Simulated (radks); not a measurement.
Spherical jellium clusters: N electrons in a uniform positive sphere of charge N and radius rs N^(1/3), rs = 2.07 bohr. Calculated with a radial shooting solver with Libxc functionals: non-relativistic Kohn-Sham, LDA (Slater exchange, Perdew-Wang correlation), spin-polarised, spherical densities. Levels are named by radial order and angular momentum (1s, 1p, 1d, 2s, ...), and open shells are averaged over m. Each electron was tried in the lowest free levels, single moves between levels near the top were tried too, and the lowest total energy was kept; such a search can miss a lower state. Energies include the self-energy of the background; IP and EA are vertical (highest electron removed, lowest free level filled), at fixed background; spill-out counts the electrons outside the background radius R, and alpha is the static dipole polarisability from linear response (closed shells only). A dash means not computed or, for alpha, an open shell; in EA it means that no bound solution was reached, which is typical of self-interaction and does not show that the anion is unstable. Real open-shell clusters deform, which this model forbids.

\begin{tabular}{lrrrrrrr}
N & open shells & 2S & E/N (eV) & E(N+1) + E(N-1) - 2E(N) (eV) & -e(HOMO) (eV) & spill-out (e) & alpha/R^3 \\ \hline
1 & 1s(up 1, down 0) & 1 & 0.273 & - & 4.321 & 0.62 & - \\
2 & none & 0 & -0.643 & 2.943 & 5.199 & 0.89 & 2.551 \\
3 & 1p(up 1, down 0) & 1 & 0.033 & -1.047 & 2.412 & 1.33 & - \\
4 & 1p(up 2, down 0) & 2 & 0.110 & -1.091 & 3.512 & 1.64 & - \\
5 & 1p(up 3, down 0) & 3 & -0.063 & 0.316 & 4.311 & 1.86 & - \\
6 & 1p(up 3, down 1) & 2 & -0.125 & -0.925 & 3.953 & 2.07 & - \\
7 & 1p(up 3, down 2) & 1 & -0.302 & -0.727 & 4.652 & 2.24 & - \\
8 & none & 0 & -0.525 & 3.477 & 5.179 & 2.38 & 2.012 \\
9 & 2s(up 1, down 0) & 1 & -0.312 & -0.334 & 2.325 & 2.81 & - \\
10 & 1d(up 2, down 0) & 2 & -0.176 & -0.628 & 2.505 & 2.92 & - \\
11 & 1d(up 3, down 0) & 3 & -0.121 & -0.506 & 3.024 & 3.12 & - \\
12 & 1d(up 4, down 0) & 4 & -0.118 & -0.466 & 3.464 & 3.29 & - \\
13 & 1d(up 5, down 0) & 5 & -0.151 & 0.195 & 3.843 & 3.44 & - \\
14 & 1d(up 5, down 0) 2s(up 1, down 0) & 6 & -0.165 & 0.119 & 3.746 & 3.75 & - \\
15 & 1d(up 5, down 1) 2s(up 1, down 0) & 5 & -0.169 & -0.525 & 3.713 & 3.89 & - \\
16 & 1d(up 5, down 3) & 2 & -0.206 & -0.501 & 4.066 & 3.87 & - \\
17 & 1d(up 5, down 4) & 1 & -0.268 & -0.338 & 4.371 & 3.98 & - \\
18 & none & 0 & -0.342 & 0.182 & 4.641 & 4.09 & 1.775 \\
19 & 2s(up 1, down 0) & 1 & -0.398 & 0.208 & 4.473 & 4.33 & - \\
20 & none & 0 & -0.438 & 2.465 & 4.375 & 4.58 & 1.838 \\
21 & 1f(up 1, down 0) & 1 & -0.358 & -0.317 & 2.047 & 4.76 & - \\
22 & 1f(up 2, down 0) & 2 & -0.298 & -0.305 & 2.376 & 4.92 & - \\
23 & 1f(up 3, down 0) & 3 & -0.258 & -0.291 & 2.670 & 5.06 & - \\
24 & 1f(up 4, down 0) & 4 & -0.233 & -0.276 & 2.936 & 5.19 & - \\
25 & 1f(up 5, down 0) & 5 & -0.221 & -0.261 & 3.178 & 5.31 & - \\
26 & 1f(up 6, down 0) & 6 & -0.219 & -0.247 & 3.400 & 5.42 & - \\
27 & 1f(up 7, down 0) & 7 & -0.227 & 0.540 & 3.604 & 5.52 & - \\
28 & 1f(up 7, down 1) & 6 & -0.216 & -0.259 & 3.067 & 5.63 & - \\
29 & 1f(up 7, down 2) & 5 & -0.214 & -0.243 & 3.301 & 5.74 & - \\
30 & 1f(up 7, down 3) & 4 & -0.220 & -0.228 & 3.515 & 5.84 & - \\
31 & 1f(up 7, down 4) & 3 & -0.233 & -0.214 & 3.712 & 5.94 & - \\
32 & 1f(up 7, down 5) & 2 & -0.252 & -0.202 & 3.895 & 6.03 & - \\
33 & 1f(up 7, down 6) & 1 & -0.276 & -0.190 & 4.064 & 6.11 & - \\
34 & none & 0 & -0.304 & 0.538 & 4.221 & 6.20 & 1.598 \\
35 & 2p(up 1, down 0) & 1 & -0.315 & -0.098 & 3.740 & 6.43 & - \\
36 & 2p(up 2, down 0) & 2 & -0.329 & -0.088 & 3.918 & 6.65 & - \\
37 & 2p(up 3, down 0) & 3 & -0.344 & 0.311 & 4.077 & 6.88 & - \\
38 & 2p(up 3, down 1) & 2 & -0.350 & -0.093 & 3.867 & 7.11 & - \\
39 & 2p(up 3, down 2) & 1 & -0.358 & -0.084 & 4.039 & 7.35 & - \\
40 & none & 0 & -0.368 & 1.617 & 4.194 & 7.58 & 1.758 \\
41 & 1g(up 1, down 0) & 1 & -0.337 & -0.193 & 2.606 & 7.67 & - \\
42 & 1g(up 2, down 0) & 2 & -0.313 & - & 2.764 & 7.76 & - \\
\end{tabular}

All shells are closed at N = 2, 8, 18, 20, 34, 40 (there: 1s2 1p6 1d10 2s2 1f14 2p6); the second difference of the energy has clear peaks (12 % above both neighbours; the first and last values, which can be the largest, are not judged, and half-filled shells can peak too) at N = 5, 8, 13, 20, 27, 34, 37, 40.
